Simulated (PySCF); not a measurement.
**Energy of F⁺ (fluorine, charge +1) between two integer charges**

The 2p beta orbital of [He] 2s2 2p4 is emptied in steps (occupation f), with all orbitals relaxed, ending at [He] 2s2 2p3. Computed with PySCF 2.14 in def2-SVP (3s2p1d, 14 functions), with no relativity, point nucleus. The exact energy is a straight line in f; departures are measured from the line between the end points of the same method.

| f | UHF (eV) | LDA (eV) | PBE (eV) | PBE0 (eV) | r2SCAN (eV) | LC-wPBE (eV) | BHandHLYP (eV) | wB97X (eV) | BLYP (eV) | r2SCAN0 (eV) |
| --- | --- | --- | --- | --- | --- | --- | --- | --- | --- | --- |
| 1 | 0.000 | 0.000 | 0.000 | 0.000 | 0.000 | 0.000 | 0.000 | 0.000 | 0.000 | 0.000 |
| 0.8 | 0.346 | -1.468 | -1.448 | -1.000 | -1.283 | -0.582 | -0.577 | -0.565 | -1.463 | -0.883 |
| 0.6 | 0.502 | -2.204 | -2.169 | -1.497 | -1.906 | -0.867 | -0.871 | -0.840 | -2.196 | -1.311 |
| 0.4 | 0.485 | -2.205 | -2.162 | -1.490 | -1.884 | -0.856 | -0.877 | -0.826 | -2.196 | -1.295 |
| 0.2 | 0.313 | -1.468 | -1.432 | -0.986 | -1.241 | -0.560 | -0.589 | -0.537 | -1.460 | -0.852 |
| 0 | 0.000 | 0.000 | 0.000 | 0.000 | 0.000 | 0.000 | 0.000 | 0.000 | 0.000 | 0.000 |

```tsv
method	E(f=0) − E(f=1) (eV)	−ε at f=1 (eV)	−ε at f=0.4 (eV)
UHF	33.531	35.772	33.047
LDA	35.436	26.282	37.278
PBE	35.581	26.534	37.431
PBE0	35.414	29.154	36.699
r2SCAN	35.270	27.183	36.955
LC-wPBE	35.704	32.050	36.482
BHandHLYP	35.364	31.780	36.065
wB97X	35.218	31.663	35.989
BLYP	35.684	26.556	37.526
r2SCAN0	35.172	29.600	36.333
```

Orbital energy along the path (eV):

```json
{"f": "1", "UHF": "-35.772", "LDA": "-26.282", "PBE": "-26.534", "PBE0": "-29.154", "r2SCAN": "-27.183", "LC-wPBE": "-32.050", "BHandHLYP": "-31.780", "wB97X": "-31.663", "BLYP": "-26.556", "r2SCAN0": "-29.600"}
{"f": "0.8", "UHF": "-34.769", "LDA": "-29.919", "PBE": "-30.155", "PBE0": "-31.672", "r2SCAN": "-30.518", "LC-wPBE": "-33.536", "BHandHLYP": "-33.181", "wB97X": "-33.120", "BLYP": "-30.188", "r2SCAN0": "-31.905"}
{"f": "0.6", "UHF": "-33.864", "LDA": "-33.589", "PBE": "-33.797", "PBE0": "-34.192", "r2SCAN": "-33.781", "LC-wPBE": "-35.023", "BHandHLYP": "-34.610", "wB97X": "-34.571", "BLYP": "-33.849", "r2SCAN0": "-34.153"}
{"f": "0.4", "UHF": "-33.047", "LDA": "-37.278", "PBE": "-37.431", "PBE0": "-36.699", "r2SCAN": "-36.955", "LC-wPBE": "-36.482", "BHandHLYP": "-36.065", "wB97X": "-35.989", "BLYP": "-37.526", "r2SCAN0": "-36.333"}
{"f": "0.2", "UHF": "-32.306", "LDA": "-40.958", "PBE": "-41.010", "PBE0": "-39.158", "r2SCAN": "-40.006", "LC-wPBE": "-37.866", "BHandHLYP": "-37.552", "wB97X": "-37.321", "BLYP": "-41.188", "r2SCAN0": "-38.427"}
{"f": "0", "UHF": "-31.632", "LDA": "-44.578", "PBE": "-44.429", "PBE0": "-41.503", "r2SCAN": "-42.920", "LC-wPBE": "-39.111", "BHandHLYP": "-39.075", "wB97X": "-38.422", "BLYP": "-44.756", "r2SCAN0": "-40.432"}
```

Reference removal energy between the ground levels: 34.971 eV (measured; NIST Atomic Spectra Database, ionization energies). The calculation has no spin-orbit coupling. UHF lacks correlation.
